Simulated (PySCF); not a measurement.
A PySCF script (with the pyscf-properties extension) for the NMR shieldings of SMILES C1[C@@H](C#N)[C@H](CF)[SiH2]C1, C₆H₁₀FNSi, on a GFN2-xTB geometry:

```python
import basis_set_exchange as bse
import numpy as np
from pyscf import gto, dft
from pyscf.prop import nmr

atoms = """
N     0.742679    3.246519    0.768726
C     0.392514    2.253556    0.320719
C    -0.025845    0.978567   -0.200410
C    -1.528224    0.744393    0.007757
C    -1.836967   -0.693029   -0.417365
Si   -0.338624   -1.717362    0.167418
C     0.746122   -0.163624    0.491688
C     2.169819   -0.258202   -0.023063
F     2.175776   -0.647992   -1.344777
H     0.195516    0.952401   -1.274450
H    -2.114398    1.470558   -0.559381
H    -1.764035    0.877576    1.066415
H    -2.788990   -1.018571   -0.003785
H    -1.932913   -0.740735   -1.502885
H    -0.564995   -2.439357    1.421750
H     0.220067   -2.579198   -0.868299
H     0.808443    0.050984    1.562616
H     2.692202    0.705314    0.018991
H     2.742050   -1.012548    0.525677
"""
names = dict.fromkeys(["N", "C", "Si", "F", "H"], "pcSseg-1")
basis = {el: gto.basis.parse(bse.get_basis(n, elements=[el], fmt="nwchem")) for el, n in names.items()}
mol = gto.M(atom=atoms, basis=basis, charge=0, verbose=0)
mf = dft.RKS(mol, xc="PBE0")
mf.grids.level = 2
mf.grids.alignment = dft.numint.BLKSIZE   # the property module wants whole blocks of grid points
mf.conv_tol = 1e-9
mf.kernel()

calc = nmr.RKS(mf)   # GIAO
C = mf.mo_coeff
Co = C[:, mf.mo_occ > 0]
resp = mf.gen_response(singlet=True, hermi=2)
def vind(x):   # induced exchange potential for any number of trial vectors
    d = np.einsum("pi,xij,qj->xpq", C, 2 * x.reshape(-1, C.shape[1], Co.shape[1]), Co, optimize=True)
    return np.einsum("xpq,pi,qj->xij", resp(d - d.transpose(0, 2, 1)), C, Co, optimize=True).ravel()
mo1, _ = nmr.rhf.solve_mo1(calc, with_cphf=vind)
sigma = calc.kernel(mo1)
for i, s in enumerate(sigma):   # ppm
    w = np.linalg.eigvalsh((s + s.T) / 2)
    print("%2d %-2s iso %8.1f  s11 %8.1f  s22 %8.1f  s33 %8.1f" % (i, mol.atom_pure_symbol(i), w.mean(), *w))
```

Problem. Give the expected output.

Solution. 
```
 0 N  iso    -29.2  s11   -197.1  s22   -184.9  s33    294.4
 1 C  iso     59.7  s11    -60.7  s22    -55.5  s33    295.2
 2 C  iso    154.8  s11    126.7  s22    161.0  s33    176.7
 3 C  iso    149.9  s11    121.9  s22    157.7  s33    170.0
 4 C  iso    177.3  s11    160.4  s22    172.8  s33    198.6
 5 Si iso    383.1  s11    329.9  s22    385.6  s33    433.7
 6 C  iso    148.6  s11    138.8  s22    143.2  s33    163.8
 7 C  iso    103.4  s11     67.3  s22     86.4  s33    156.5
 8 F  iso    421.6  s11    375.4  s22    423.3  s33    466.1
 9 H  iso     29.3  s11     26.9  s22     27.7  s33     33.2
10 H  iso     29.2  s11     23.6  s22     27.9  s33     36.1
11 H  iso     30.0  s11     25.5  s22     29.0  s33     35.5
12 H  iso     30.6  s11     25.5  s22     27.3  s33     38.9
13 H  iso     30.8  s11     26.2  s22     27.7  s33     38.3
14 H  iso     27.4  s11     24.1  s22     24.7  s33     33.5
15 H  iso     27.3  s11     23.3  s22     25.8  s33     32.8
16 H  iso     30.3  s11     27.2  s22     28.3  s33     35.4
17 H  iso     26.5  s11     22.0  s22     27.0  s33     30.5
18 H  iso     26.8  s11     22.4  s22     26.3  s33     31.7
```

These numbers come from an equivalent density-fitted implementation of the same equations, which agrees with the script to about 0.01 ppm for H and up to a few tenths of a ppm for heavy atoms, so last digits may differ.

Problem. Turn these shieldings into chemical shifts. Shifts are taken against calculated references (same method and geometry level): NH3 for $^{15}$N (267.73 ppm); TMS for $^{13}$C (186.93 ppm) and $^{29}$Si (349.16 ppm) and $^{1}$H (31.72 ppm); $^{19}$F (170.95 ppm) against CFCl3.

Solution. Averaging equivalent atoms: N 0: 296.9; C 1: 127.3; C 7: 83.5; C 6: 38.4; C 3: 37.1; C 2: 32.1; C 4: 9.7; Si 5: -33.9; F 8: -250.7; H 17: 5.23; H 18: 4.92; H 15: 4.42; H 14: 4.29; H 10: 2.52; H 9: 2.45; H 11: 1.69; H 16: 1.42; H 12: 1.12; H 13: 0.96 ppm. Unscaled 19F shifts against computed CFCl3 carry errors that often reach 10 to 50 ppm. Experimental scales use liquid or dissolved standards, which lie at an offset from isolated NH3 (liquid NH3: subtract about 20 ppm). Unscaled 15N shifts of sp2 nitrogen come out 20 to 40 ppm too high even then.

Size and cost of the density-fitted run: 210 basis functions, 72 s wall time on 1 thread of an Arm Neoverse N1, shared host; peak memory 1 GiB.
